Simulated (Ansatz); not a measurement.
C₆H₁₆Cl₂N₂Zr, SMILES `CC[N](C)[Zr]([Cl])([Cl])[N](C)CC`: the same geometry under several functionals.

```yaml
crystal:
  periodic: [false, false, false]
  atoms:
    - {symbol: C, position_ang: [-1.508416, -2.632693, -0.221811]}
    - {symbol: C, position_ang: [-2.344752, -1.504635, 0.344356]}
    - {symbol: N, position_ang: [-1.885626, -0.196163, -0.063486]}
    - {symbol: C, position_ang: [-2.642080, 0.872413, 0.560030]}
    - {symbol: Zr, position_ang: [-0.360760, 0.381306, -1.241569]}
    - {symbol: Cl, position_ang: [-0.551087, 2.650827, -1.957299]}
    - {symbol: Cl, position_ang: [0.102065, -1.055166, -3.085975]}
    - {symbol: N, position_ang: [1.217543, 0.293090, -0.020414]}
    - {symbol: C, position_ang: [1.408793, -0.136917, 1.339712]}
    - {symbol: C, position_ang: [2.425987, 0.730212, -0.701956]}
    - {symbol: C, position_ang: [3.021948, 2.017714, -0.158497]}
    - {symbol: H, position_ang: [-0.456617, -2.531489, 0.064916]}
    - {symbol: H, position_ang: [-1.861624, -3.592281, 0.159806]}
    - {symbol: H, position_ang: [-1.560528, -2.665582, -1.311744]}
    - {symbol: H, position_ang: [-2.333669, -1.555168, 1.444430]}
    - {symbol: H, position_ang: [-3.395824, -1.637773, 0.046618]}
    - {symbol: H, position_ang: [-2.585279, 0.810767, 1.655048]}
    - {symbol: H, position_ang: [-3.701299, 0.835157, 0.273462]}
    - {symbol: H, position_ang: [-2.260956, 1.855192, 0.263685]}
    - {symbol: H, position_ang: [1.740652, 0.679970, 1.991996]}
    - {symbol: H, position_ang: [0.471865, -0.522549, 1.744202]}
    - {symbol: H, position_ang: [2.162140, -0.935169, 1.399807]}
    - {symbol: H, position_ang: [3.171643, -0.078123, -0.680093]}
    - {symbol: H, position_ang: [2.196006, 0.877612, -1.770056]}
    - {symbol: H, position_ang: [2.290945, 2.827558, -0.209509]}
    - {symbol: H, position_ang: [3.342041, 1.904856, 0.879207]}
    - {symbol: H, position_ang: [3.896908, 2.307022, -0.744878]}
basis:
  gaussian: {orbitals: def2-TZVPP}
hamiltonian: {xc: {name: r2SCANh}, dispersion: d4}
output: {orbitals: {seedname: orbitals}}
```

```sh
$ ansatz run in.yaml --threads 11 --pin off --events-out ev --progress --plain --max-ram 110592MiB --backend cuda --devices 0, --max-vram 75GiB
```

Shortened log:

```
Functional definition: r2SCANh
3234 factors; their error is unknown
mean field evaluation 1: about -35766.0641 eV, gradient 1.1e2 eV
mean field evaluation 2: about -35622.5775 eV, gradient 2.7e2 eV
mean field evaluation 4: about -35790.8575 eV, gradient 2.7e1 eV
mean field evaluation 8: about -35792.5999 eV, gradient 3.6e-1 eV
mean field evaluation 16: about -35792.5818 eV, gradient 1.1e-2 eV
mean field -35792.58184008 eV, -1315.3531215394 hartree, gradient 1.9e-5 eV, S^2 0.000000; 0 other end points of the search recorded, 0 dependent functions left out
reference -35792.58186212 eV, -1315.3531223495 hartree; 56, 56 occupied and 556, 556 virtual orbitals, 3234 factors
Total energy: -35792.85203832 eV, -1315.3630511418 hartree
```

It took 2.8 s on 11 threads of an AMD EPYC 7R13 on a shared host and a whole NVIDIA H100 80 GB, with 1.7 GiB of host memory at the peak.

Changing it to `hamiltonian: {xc: {name: BLYP}, dispersion: d4}` (abridged; 2.3 s):

```
Functional definition: BLYP
mean field evaluation 16: about -35793.9516 eV, gradient 2.6e-2 eV
mean field -35793.95161192 eV, -1315.4034597262 hartree, gradient 6.7e-5 eV, S^2 0.000000
Total energy: -35795.75673546 eV, -1315.4697967926 hartree
```

With the line `hamiltonian: {xc: pbe0, dispersion: d4}` (abridged; 2.4 s):

```
Functional definition: PBE0
mean field evaluation 16: about -35779.9613 eV, gradient 9.5e-4 eV
mean field -35779.96125355 eV, -1314.8893235390 hartree, gradient 3.9e-5 eV, S^2 0.000000
Total energy: -35780.72344037 eV, -1314.9173333881 hartree
```

The same input with `hamiltonian: {xc: {name: BHLYP}, dispersion: d4}` (abridged; 2.3 s):

```
Functional definition: BHLYP
mean field evaluation 16: about -35791.3874 eV, gradient 6.0e-4 eV
mean field -35791.38737119 eV, -1315.3092256175 hartree, gradient 5.0e-5 eV, S^2 0.000000
Total energy: -35792.49139364 eV, -1315.3497976943 hartree
```

The same input with `hamiltonian: {xc: {name: r2SCAN0}, dispersion: d4}` (abridged; 2.7 s):

```
Functional definition: r2SCAN0
mean field evaluation 16: about -35791.2783 eV, gradient 1.7e-3 eV
mean field -35791.27831127 eV, -1315.3052177395 hartree, gradient 3.5e-5 eV, S^2 0.000000
Total energy: -35791.57428866 eV, -1315.3160947078 hartree
```
